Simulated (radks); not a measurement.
Values are calculated unless marked as measured or tabulated.
The nitrogen ion N+, 6 electrons, occupied as [He] 2s1.5 2p2 3p0.5 (fractional occupations, a model configuration).

Code: a radial shooting solver on a logarithmic mesh with Libxc functionals. Model: scalar-relativistic Kohn-Sham, revPBE, spin-polarised, spherical densities, point nucleus; open shells are filled with parallel spins first.

Energy parts (eV):
part                     energy
total                 -1458.157
kinetic                1456.651
electron-nucleus      -3322.014
Hartree                 575.783
exchange-correlation   -168.577

Orbitals (lengths in bohr, moments of r in powers of bohr; <r^-3> diverges for s and p1/2; r(max) is where P^2 peaks):
orbital,occ.,eigenvalue (eV),<r>,<r^-3>,<r^2>,r(max)
1s up,1,-408.7212,0.2296,-,0.07138,0.1482
1s down,1,-407.0246,0.2290,-,0.07087,0.1480
2s up,1,-39.0482,1.196,-,1.699,0.9687
2s down,0.5,-33.2728,1.241,-,1.845,0.9852
2p up,2,-27.1383,1.188,4.298,1.759,0.8868
2p down,0,-21.6081,1.265,4.010,2.030,0.9103
3s up,0,-7.7623,4.044,-,18.63,3.626
3p up,0.5,-5.7461,4.656,0.3850,24.86,4.150
3d up,0,-3.5640,5.581,0.02216,36.26,4.681

The highest occupied level is 3p up at -5.746 eV. The configuration is held as typed, so some empty levels lie below it. The density falls to 0.001 e/bohr^3 at r = 3.34 bohr. Spin moment in Bohr magnetons: 3. Summed over all electrons, <r^2> = 18.71 bohr^2, which gives a Langevin (diamagnetic) susceptibility term of -14.8 x 10^-6 cm^3/mol.
